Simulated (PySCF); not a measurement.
CH₂F₃Ga. Atoms are numbered in the order given.

```xyz
7

Ga     1.1962    -0.0137     0.0000
C     -0.8260    -0.0108     0.0000
F     -1.3629    -0.6063    -1.0773
F     -1.3629    -0.6063     1.0773
F     -1.2688     1.2652     0.0000
H      1.9133     0.0072     1.3880
H      1.9133     0.0072    -1.3880
```

Geometry optimised at PBE0-D3(BJ)/def2-SVP. The structure was generated by enumeration; whether it is a known compound was not checked.

Calculation: PBE0/pcSseg-1 (PySCF).

GIAO shieldings, no solvent; atoms alike by connectivity are averaged. δ = σ(ref) − σ: ¹³C against TMS (σ = 186.3 ppm); ¹⁹F against CFCl3 (σ = 167.2 ppm); ¹H against TMS (σ = 31.56 ppm), references at their B3LYP-D3(BJ)/def2-TZVP geometries, non-relativistic.

Computed chemical shifts:
```tsv
nucleus	atoms	count	δ (ppm)
¹³C	C2	1	139.1
¹⁹F	F3, F4, F5	3	-77.7
¹H	H6, H7	2	6.12
```
